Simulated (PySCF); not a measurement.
Species: n-SiGeGeSiH10.
Bonds: Si1–Ge2, Ge2–Ge3, Ge3–Si4. Hydrogens: H5, H6, H7 on Si1; H8, H9 on Ge2; H10, H11 on Ge3; H12, H13, H14 on Si4.

Method: PBE0-D3(BJ)/def2-SVP geometry optimisation, gas phase in PySCF; density fitting, grid level 1; the optimiser is geomeTRIC in internal coordinates, started from a GFN2-xTB structure with every atom displaced at random (about 0.03 Å).

Step 7: E = -128914.8764 eV
```
atom  x, y, z in Å  |  force x, y, z in eV/Å
Si1     2.9805    0.2158    0.4451   -0.013   0.026  -0.007
Ge2     0.8459   -0.8283    0.2809    0.010   0.019   0.003
Ge3    -0.8447    0.8209   -0.2887    0.031  -0.007   0.001
Si4    -2.9785   -0.2225   -0.4258   -0.075  -0.038  -0.007
H5      2.8929    1.3549    1.4099    0.009  -0.009   0.007
H6      3.3575    0.7573   -0.8969    0.008  -0.004   0.004
H7      4.0418   -0.7309    0.9052   -0.007  -0.011  -0.003
H8      0.4645   -1.5035    1.6145   -0.001   0.001  -0.002
H9      0.8608   -1.9160   -0.8134    0.003  -0.005   0.013
H10    -0.4749    1.4819   -1.6325    0.007  -0.010  -0.002
H11    -0.8530    1.9227    0.7906   -0.007   0.011  -0.008
H12    -3.4895   -0.4984    0.9521    0.019  -0.003   0.002
H13    -3.9766    0.6262   -1.1465    0.013   0.018   0.005
H14    -2.8462   -1.5238   -1.1513    0.005   0.012  -0.007
```

Step 8: E = -128914.8778 eV
```
atom  x, y, z in Å  |  force x, y, z in eV/Å
Si1     2.9740    0.2141    0.4501   -0.014   0.036  -0.007
Ge2     0.8400   -0.8297    0.2940   -0.025  -0.023  -0.005
Ge3    -0.8386    0.8212   -0.3062    0.071   0.018   0.003
Si4    -2.9711   -0.2216   -0.4273   -0.068  -0.046  -0.018
H5      2.8830    1.3463    1.4229    0.018  -0.016   0.014
H6      3.3272    0.7741   -0.8908    0.019  -0.014   0.003
H7      4.0492   -0.7277    0.8904   -0.022   0.001  -0.007
H8      0.4411   -1.4875    1.6320    0.014   0.014  -0.004
H9      0.8459   -1.9348   -0.7848    0.016   0.015   0.021
H10    -0.4547    1.4632   -1.6557   -0.008  -0.020  -0.002
H11    -0.8377    1.9395    0.7566   -0.017   0.005  -0.004
H12    -3.4363   -0.5532    0.9543    0.011  -0.004   0.002
H13    -3.9950    0.6456   -1.0865    0.010   0.020   0.005
H14    -2.8466   -1.4932   -1.2055   -0.003   0.014  -0.002
```

Step 9: E = -128914.8794 eV
```
atom  x, y, z in Å  |  force x, y, z in eV/Å
Si1     2.9695    0.2161    0.4580   -0.011   0.034  -0.005
Ge2     0.8356   -0.8267    0.3132   -0.067  -0.061  -0.016
Ge3    -0.8335    0.8157   -0.3330    0.092   0.036   0.012
Si4    -2.9691   -0.2230   -0.4311   -0.017  -0.035  -0.023
H5      2.8849    1.3341    1.4475    0.024  -0.018   0.017
H6      3.2991    0.7992   -0.8790    0.026  -0.020   0.001
H7      4.0542   -0.7291    0.8687   -0.030   0.013  -0.009
H8      0.4182   -1.4569    1.6595    0.029   0.025  -0.001
H9      0.8364   -1.9585   -0.7390    0.031   0.031   0.021
H10    -0.4342    1.4277   -1.6924   -0.024  -0.028  -0.004
H11    -0.8255    1.9593    0.7032   -0.026  -0.002   0.000
H12    -3.3657   -0.6380    0.9490   -0.007  -0.005   0.001
H13    -4.0198    0.6796   -0.9913   -0.003   0.019   0.002
H14    -2.8695   -1.4436   -1.2901   -0.015   0.010   0.004
```

Step 10: E = -128914.8813 eV
```
atom  x, y, z in Å  |  force x, y, z in eV/Å
Si1     2.9727    0.2227    0.4651   -0.004   0.015  -0.002
Ge2     0.8378   -0.8188    0.3283   -0.081  -0.069  -0.018
Ge3    -0.8343    0.8036   -0.3548    0.073   0.037   0.015
Si4    -2.9780   -0.2267   -0.4363    0.037  -0.003  -0.018
H5      2.9055    1.3250    1.4730    0.018  -0.013   0.012
H6      3.2965    0.8206   -0.8666    0.020  -0.015   0.000
H7      4.0532   -0.7370    0.8522   -0.023   0.016  -0.005
H8      0.4160   -1.4239    1.6845    0.032   0.025   0.004
H9      0.8456   -1.9738   -0.6982    0.033   0.033   0.012
H10    -0.4299    1.3886   -1.7244   -0.029  -0.025  -0.008
H11    -0.8285    1.9693    0.6572   -0.024  -0.007   0.002
H12    -3.3233   -0.7108    0.9348   -0.021  -0.007  -0.002
H13    -4.0372    0.7156   -0.9079   -0.011   0.008   0.001
H14    -2.9157   -1.3982   -1.3636   -0.020   0.004   0.006
```

**Question.** Estimate the geometry and energy of step 11. (The exact step hangs on the optimiser's Hessian estimate; all steps are aligned on step 10, rigid shifts and turns removed.)

**Answer.** E = -128914.8833 eV, largest force 0.072 eV/Å
```
atom  x, y, z in Å  |  force x, y, z in eV/Å
Si1     2.9811    0.2309    0.4695    0.003  -0.009   0.000
Ge2     0.8443   -0.8101    0.3369   -0.056  -0.034  -0.007
Ge3    -0.8390    0.7900   -0.3662    0.021   0.014   0.008
Si4    -2.9921   -0.2303   -0.4416    0.067   0.027   0.002
H5      2.9364    1.3196    1.4927    0.003  -0.001   0.003
H6      3.3152    0.8329   -0.8575    0.006  -0.003   0.000
H7      4.0478   -0.7481    0.8434   -0.004   0.007   0.002
H8      0.4335   -1.3955    1.7044    0.019   0.013   0.008
H9      0.8695   -1.9789   -0.6713    0.018   0.015  -0.002
H10    -0.4421    1.3546   -1.7461   -0.019  -0.011  -0.009
H11    -0.8442    1.9703    0.6287   -0.012  -0.006   0.001
H12    -3.3172   -0.7596    0.9180   -0.021  -0.006  -0.005
H13    -4.0451    0.7462   -0.8544   -0.014  -0.001  -0.002
H14    -2.9675   -1.3659   -1.4132   -0.012  -0.003   0.002
```

The energy changes by -0.0019 eV. The first-order estimate −F·Δx gives -0.0040 eV and the mean of the old and new forces, exact on a quadratic surface, -0.0024 eV. The step makes an angle of 81° with the force vector and moves no atom by more than 0.079 Å.

What follows is the cost of the whole optimisation. The run took 6.5 min on one thread of an Intel Xeon at 2.50 GHz, no GPU, shared host with 64 logical CPUs at a one-minute load of 63, and the process peaked at 0.65 GiB of memory.
